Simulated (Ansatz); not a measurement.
Conformers of C2H9NOSi (`CO[SiH](C)N`), each relaxed with PBE0-D4/def2-TZVP in Ansatz. CBS adds the triple-zeta coupled-cluster correction to the MP2 limit.

Not all of them had a frequency check.

Conformer A:

```xyz
14

C     1.051    0.383   -1.861
O     1.018    0.564   -0.468
Si    0.115   -0.390    0.533
C    -1.698   -0.050    0.289
N     0.512   -0.119    2.170
H     1.873    0.973   -2.270
H     0.120    0.719   -2.334
H     1.214   -0.668   -2.132
H     0.450   -1.805    0.200
H    -1.947    0.974    0.581
H    -1.982   -0.173   -0.760
H    -2.307   -0.734    0.885
H     1.424   -0.368    2.518
H     0.156    0.693    2.648
```

Conformer B:

```xyz
14

C     0.755    0.207   -1.859
O     1.321    0.102   -0.578
Si    0.437   -0.209    0.780
C    -0.801    1.148    1.093
N    -0.439   -1.677    0.731
H     0.149    1.117   -1.959
H     0.122   -0.657   -2.095
H     1.561    0.253   -2.593
H     1.485   -0.290    1.825
H    -0.312    2.125    1.079
H    -1.280    1.020    2.066
H    -1.586    1.158    0.331
H     0.002   -2.579    0.679
H    -1.416   -1.717    0.500
```

Q: Which is lowest in electronic energy at CCSD(T)/CBS (frozen core, def2 sets), and by how much? (Estimate.)

A: Ansatz gave: B; A lies 1.2 kJ/mol higher. Gaps under about 2 kJ/mol don't settle the order.

Q: Give the energies relative to B (kJ/mol) with PBE0-D4/def2-TZVPP, ωB97X-V/def2-TZVPP, ωB97M-V/def2-TZVPP, B3LYP/def2-TZVPP, SCS-MP2/def2-TZVPP, CCSD/def2-TZVPP, MP2/CBS(def2). (Estimate.)

A: Computed: 
```tsv
level	A
PBE0-D4/def2-TZVPP	1.1
ωB97X-V/def2-TZVPP	1.3
ωB97M-V/def2-TZVPP	1.3
B3LYP/def2-TZVPP	0.5
SCS-MP2/def2-TZVPP	0.8
CCSD/def2-TZVPP	0.6
MP2/CBS(def2)	1.5
```

B3LYP here is the variant with VWN-RPA as its local correlation; programs differ in this.
